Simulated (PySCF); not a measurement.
ClHI2OSi, SMILES Cl[Si](O)(I)I.

Geometry optimised at B3LYP-D3(BJ)/def2-SVP. The structure was generated by enumeration, and PubChem lists no compound with its InChIKey, so it may never have been made. The def2 effective core potentials stand for the cores of I; spin–orbit coupling is left out. One conformer was computed; it need not be the lowest.

These are TDA-PBE/def2-SVPD run with PySCF values and carry that method's errors.

Vertical excitations. Gas-phase values at a fixed geometry.

Computed lowest excited states:
```csv
state,energy (eV),λ (nm),f,main pairs
S1,4.14,300,0.013,HOMO→LUMO 95 %
S2,4.25,291,0.008,HOMO−1→LUMO 95 %
S3,4.46,278,0.006,HOMO−2→LUMO 98 %
S4,4.75,261,0.004,HOMO−3→LUMO 98 %
S5,5.60,221,0.026,"HOMO→LUMO+1 55 %, HOMO−4→LUMO 37 %"
S6,5.67,219,0.017,"HOMO→LUMO+1 36 %, HOMO−4→LUMO 32 %, HOMO−1→LUMO+1 24 %"
S7,5.71,217,0.001,HOMO−5→LUMO 95 %
S8,5.76,215,0.010,HOMO→LUMO+2 84 %
S9,5.86,212,0.018,"HOMO−1→LUMO+1 54 %, HOMO→LUMO+3 14 %, HOMO−4→LUMO 10 %"
S10,5.92,209,0.009,HOMO−1→LUMO+2 90 %
T1,3.76,329,0,HOMO→LUMO 99 %
T2,3.92,316,0,HOMO−1→LUMO 99 %
T3,4.12,301,0,HOMO−2→LUMO 99 %
T4,4.41,281,0,HOMO−3→LUMO 99 %
```
Triplets are in the Tamm–Dancoff approximation.
